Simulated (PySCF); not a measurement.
## Computed properties of VF4, SMILES [F][V+]([F])([F])[F], charge +1, multiplicity 1

VF4, SMILES [F][V+]([F])([F])[F], charge +1, multiplicity 1. Geometry optimised at PBE0-D3(BJ)/def2-SVP. The spin state was assumed, not searched. The isomer is the one that the SMILES or the coordinates give; other isomers of the formula were not compared. One conformer was computed; it need not be the lowest. All values are computed for the isolated molecule unless a solvent is named; none is compared with measurement here.

**Structure.** The optimised structure has Td symmetry. All 9 harmonic modes at PBE0-D3(BJ)/def2-SVP (PySCF) are real, so it is a minimum. With heavy atoms numbered as in [V+:1]([F:2])([F:3])([F:4])[F:5], the shortest bond between them is V1–F2 at 1.632 Å and the longest V1–F5 at 1.632 Å.

**Vibrations.** The strongest infrared lines (harmonic, unscaled, degenerate partners summed) lie at 970 cm⁻¹ (518 km/mol, F 64 %, V 36 %), 254 cm⁻¹ (44 km/mol, F 76 %, V 24 %). The softest mode is at 234 cm⁻¹ and the zero-point energy is 7.1 kcal/mol.

**Electronic structure.** PBE0/def2-TZVP (PySCF) places the frontier levels at -20.39 and -12.35 eV, a gap of 8.04 eV and a mean polarisability of 28.4 bohr³.

**Excitations.** TDA-CAM-B3LYP/def2-SVPD (PySCF) has S1 at 5.78 eV (214 nm, f = 0.000, dark); the most intense of the 10 singlets computed lies at 6.13 eV (f = 0.02). Strengths of degenerate partners are summed. T1 (TDA) is at 5.40 eV, 0.38 eV under S1. No vertical singlet excitation falls in the visible range (under 3.1 eV).

**NMR.** GIAO shifts at PBE0/pcSseg-1 (PySCF) (non-relativistic, atoms alike by connectivity averaged): ¹⁹F at 754.7 ppm against CFCl3.
